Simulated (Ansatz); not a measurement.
# Cost against result

Saddle point of SiH2Cl2O2, closed shell (SiH₂Cl₂O₂ ([OH][Si]([OH])([Cl])[Cl]) → SiCl₂O ([O][Si]([Cl])[Cl]) + H₂O (still joined by a long Si–O bond); bonds formed: O2–H4; bonds broken: O3–H4; bonds weakened to dative contacts: Si1–O2), PBE0-D4/def2-TZVP structure:

Si1  (0.323, 0.132, 0.575)
O2  (-0.360, 0.044, -1.123)
O3  (1.246, -1.047, 0.181)
H4  (0.352, -0.773, -1.037)
Cl5  (0.998, 2.015, 0.835)
Cl6  (-1.287, -0.114, 1.792)
H7  (-1.272, -0.256, -1.223)
(Å)

Barriers are electronic and count from the start structure reached by relaxing down the imaginary mode.

Program: Ansatz 0.2.0. Basis: as named in each row. Cores are frozen in the correlated methods. B3LYP uses VWN-RPA correlation. Extrapolation: Hartree–Fock as exp(−7.88 √X), correlation as X^−2.97.

Times are rough, for one single point on 4 threads of a shared host (Arm Neoverse V1).

The estimate by CCSD(T) at an estimated basis limit (MP2 extrapolated from triple and quadruple zeta, plus CCSD(T) − MP2 in triple zeta) is 54.60 kcal/mol.

```json
{"method": "HF", "basis": "STO-3G", "time (s)": "under 1", "barrier (kcal/mol)": "82.43", "method less estimate": "27.83"}
{"method": "PBE-D4", "basis": "STO-3G", "time (s)": "under 1", "barrier (kcal/mol)": "33.58", "method less estimate": "-21.02"}
{"method": "SPW92", "basis": "def2-SVP", "time (s)": "under 1", "barrier (kcal/mol)": "42.13", "method less estimate": "-12.46"}
{"method": "PBE-D4", "basis": "def2-SVP", "time (s)": "under 1", "barrier (kcal/mol)": "44.78", "method less estimate": "-9.82"}
{"method": "B3LYP-D4", "basis": "6-31G", "time (s)": "under 1", "barrier (kcal/mol)": "50.87", "method less estimate": "-3.73"}
{"method": "PBE0-D4", "basis": "def2-SVP", "time (s)": "under 1", "barrier (kcal/mol)": "50.78", "method less estimate": "-3.82"}
{"method": "SPW92", "basis": "def2-TZVPP", "time (s)": "1", "barrier (kcal/mol)": "44.70", "method less estimate": "-9.90"}
{"method": "BLYP-D4", "basis": "def2-TZVPP", "time (s)": "2", "barrier (kcal/mol)": "49.47", "method less estimate": "-5.12"}
{"method": "PBE-D4", "basis": "def2-TZVPP", "time (s)": "2", "barrier (kcal/mol)": "47.19", "method less estimate": "-7.40"}
{"method": "B3LYP-D4", "basis": "def2-TZVPP", "time (s)": "2", "barrier (kcal/mol)": "53.61", "method less estimate": "-0.99"}
{"method": "BHLYP-D4", "basis": "def2-TZVPP", "time (s)": "2", "barrier (kcal/mol)": "59.49", "method less estimate": "4.89"}
{"method": "CCSD(T)", "basis": "def2-SVP", "time (s)": "3", "barrier (kcal/mol)": "52.91", "method less estimate": "-1.68"}
{"method": "PBE0-D4", "basis": "def2-TZVPP", "time (s)": "3", "barrier (kcal/mol)": "52.62", "method less estimate": "-1.98"}
{"method": "CAM-B3LYP-D4", "basis": "def2-TZVPP", "time (s)": "3", "barrier (kcal/mol)": "54.75", "method less estimate": "0.15"}
{"method": "RPA on PBE", "basis": "def2-TZVPP", "time (s)": "4", "barrier (kcal/mol)": "53.08", "method less estimate": "-1.52"}
{"method": "r2SCAN-D4", "basis": "def2-TZVPP", "time (s)": "4", "barrier (kcal/mol)": "51.77", "method less estimate": "-2.83"}
{"method": "r2SCAN0-D4", "basis": "def2-TZVPP", "time (s)": "4", "barrier (kcal/mol)": "55.32", "method less estimate": "0.72"}
{"method": "B2PLYP", "basis": "def2-TZVPP", "time (s)": "4", "barrier (kcal/mol)": "53.43", "method less estimate": "-1.16"}
{"method": "PBE-QIDH", "basis": "def2-TZVPP", "time (s)": "4", "barrier (kcal/mol)": "54.86", "method less estimate": "0.26"}
{"method": "wB97M-V", "basis": "def2-SVP", "time (s)": "6", "barrier (kcal/mol)": "51.64", "method less estimate": "-2.95"}
{"method": "wB97X-V", "basis": "def2-TZVPP", "time (s)": "6", "barrier (kcal/mol)": "54.59", "method less estimate": "0.00"}
{"method": "B97M-V", "basis": "def2-TZVPP", "time (s)": "8", "barrier (kcal/mol)": "54.58", "method less estimate": "-0.02"}
{"method": "wB97M-V", "basis": "def2-TZVPP", "time (s)": "8", "barrier (kcal/mol)": "53.68", "method less estimate": "-0.92"}
{"method": "MP2", "basis": "def2-QZVPP", "time (s)": "26", "barrier (kcal/mol)": "53.14", "method less estimate": "-1.46"}
{"method": "CCSD(T)", "basis": "def2-TZVPP", "time (s)": "86", "barrier (kcal/mol)": "54.43", "method less estimate": "-0.17"}
```

All methods are single points on the PBE0-D4 structures.

The T1 diagnostic stays at or below 0.014.

Labels in which every atom is bracketed show which atoms are joined, not bond orders.
